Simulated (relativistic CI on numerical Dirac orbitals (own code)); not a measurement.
## Energy levels of Eu LXI

Computed by Dirac-Coulomb-Breit CI, orbitals from a KLI potential per configuration, a model potential for QED, unscaled Slater integrals (own radial code, finite nucleus).

Configuration list (outside the closed core 1s2): 2s, 2p, 3s, 3p, 3d, 4s, 4p, 4d, 4f, 5s, 5p, 5d, 5f, 5g, 6s, 6p, 6d. Levels of other configurations are missing.

The lowest level is 2s 2S_1/2, with 100 % of that term; Hund's rules for 2s give 2S with J = 1/2, in agreement.

```tsv
No.	Configuration	Term	J	E (10³ cm⁻¹)	%	Lifetime (s)	jj configuration (%)
1	2s	2S	1/2	0.0	100		2s (100)
2	2p	2P°	1/2	1210.4	100	1.39e-10	2p1/2 (100)
3	2p	2P°	3/2	7112.0	100	6.18e-13	2p3/2 (100)
4	3s	2S	1/2	62477.6	100	7.11e-15	3s (100)
5	3p	2P°	1/2	62808.4	100	2.78e-15	3p1/2 (100)
6	3p	2P°	3/2	64564.9	100	3.52e-15	3p3/2 (100)
7	3d	2D	3/2	64657.5	100	1.03e-15	3d3/2 (100)
8	3d	2D	5/2	65175.7	100	1.12e-15	3d5/2 (100)
9	4s	2S	1/2	83961.6	100	1.05e-14	4s (100)
10	4p	2P°	1/2	84096.2	100	4.77e-15	4p1/2 (100)
11	4p	2P°	3/2	84833.8	100	5.80e-15	4p3/2 (100)
12	4d	2D	3/2	84872.8	100	2.38e-15	4d3/2 (100)
13	4d	2D	5/2	85092.3	100	2.59e-15	4d5/2 (100)
14	4f	2F°	5/2	85093.9	100	5.03e-15	4f5/2 (100)
15	4f	2F°	7/2	85201.2	100	5.16e-15	4f7/2 (100)
16	5s	2S	1/2	93771.3	100	1.67e-14	5s (100)
17	5p	2P°	1/2	93838.9	100	8.15e-15	5p1/2 (100)
18	5p	2P°	3/2	94214.6	100	9.71e-15	5p3/2 (100)
19	5d	2D	3/2	94234.5	100	4.55e-15	5d3/2 (100)
20	5d	2D	5/2	94346.9	100	4.96e-15	5d5/2 (100)
21	5f	2F°	5/2	94347.9	100	9.66e-15	5f5/2 (100)
22	5g	2G	7/2	94402.9	100	1.66e-14	5g7/2 (100)
23	5f	2F°	7/2	94403.0	100	9.91e-15	5f7/2 (100)
24	5g	2G	9/2	94435.6	100	1.68e-14	5g9/2 (100)
25	6s	2S	1/2	99047.6	100	2.57e-14	6s (100)
26	6p	2P°	1/2	99086.2	100	1.31e-14	6p1/2 (100)
27	6p	2P°	3/2	99302.7	100	1.55e-14	6p3/2 (100)
28	6d	2D	3/2	99314.2	100	7.77e-15	6d3/2 (100)
29	6d	2D	5/2	99379.2	100	8.48e-15	6d5/2 (100)
```

Energies count from the lowest computed level; ° marks odd parity; lifetimes are radiative, by E1, M1, E2, M2 decay to levels of this space only. Filled j subshells are mostly left out of the jj labels.

The mean weight of the leading LS term, summed over parents, in these 29 levels is 100 %, and that of the leading jj configuration (from the same eigenvectors) 100 %.

At this charge energies of transitions that change n are usually good to better than 1 %, and those within a shell (Δn = 0) to a few per cent.
